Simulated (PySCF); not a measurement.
CH₈FNSi₂, SMILES N[SiH2]C[SiH2]F. Atoms are numbered in the order given.

```xyz
13

Si    -1.6149    -0.1364     0.3191
F     -2.8326    -0.2750    -0.7562
C      0.0104    -0.0694    -0.5797
Si     1.5021     0.3555     0.4843
N      2.9426    -0.1452    -0.3383
H     -1.8573     1.1122     1.0974
H     -1.6764    -1.3237     1.2176
H      0.1967    -1.0501    -1.0502
H     -0.0708     0.6775    -1.3891
H      1.4715    -0.3916     1.7800
H      1.4081     1.8178     0.8174
H      3.1373     0.2225    -1.2637
H      3.8026    -0.2247     0.1939
```

Geometry optimised at PBE0-D3(BJ)/def2-SVP. The structure was generated by enumeration, and PubChem lists no compound with its InChIKey, so it may never have been made. The values are those of a single conformer.

Calculation: HF/pcSseg-1 in PySCF.

GIAO shieldings, no solvent; atoms listed in one row are averaged. δ = σ(ref) − σ: ²⁹Si against TMS (σ = 393.8 ppm); ¹⁹F against CFCl3 (σ = 238.5 ppm); ¹³C against TMS (σ = 192.6 ppm); ¹⁵N against NH3 (σ = 267.3 ppm); ¹H against TMS (σ = 31.99 ppm), references at their B3LYP-D3(BJ)/def2-TZVP geometries, non-relativistic.

```json
[
 {"nucleus": "²⁹Si", "atoms": "Si1", "count": "1", "δ (ppm)": "-4.5"},
 {"nucleus": "²⁹Si", "atoms": "Si4", "count": "1", "δ (ppm)": "-35.6"},
 {"nucleus": "¹⁹F", "atoms": "F2", "count": "1", "δ (ppm)": "-170.3"},
 {"nucleus": "¹³C", "atoms": "C3", "count": "1", "δ (ppm)": "-0.7"},
 {"nucleus": "¹⁵N", "atoms": "N5", "count": "1", "δ (ppm)": "4.8"},
 {"nucleus": "¹H", "atoms": "H7", "count": "1", "δ (ppm)": "4.91"},
 {"nucleus": "¹H", "atoms": "H6", "count": "1", "δ (ppm)": "4.75"},
 {"nucleus": "¹H", "atoms": "H11", "count": "1", "δ (ppm)": "4.58"},
 {"nucleus": "¹H", "atoms": "H10", "count": "1", "δ (ppm)": "4.31"},
 {"nucleus": "¹H", "atoms": "H13", "count": "1", "δ (ppm)": "0.74"},
 {"nucleus": "¹H", "atoms": "H8, H9", "count": "2", "δ (ppm)": "0.60"},
 {"nucleus": "¹H", "atoms": "H12", "count": "1", "δ (ppm)": "0.48"}
]
```
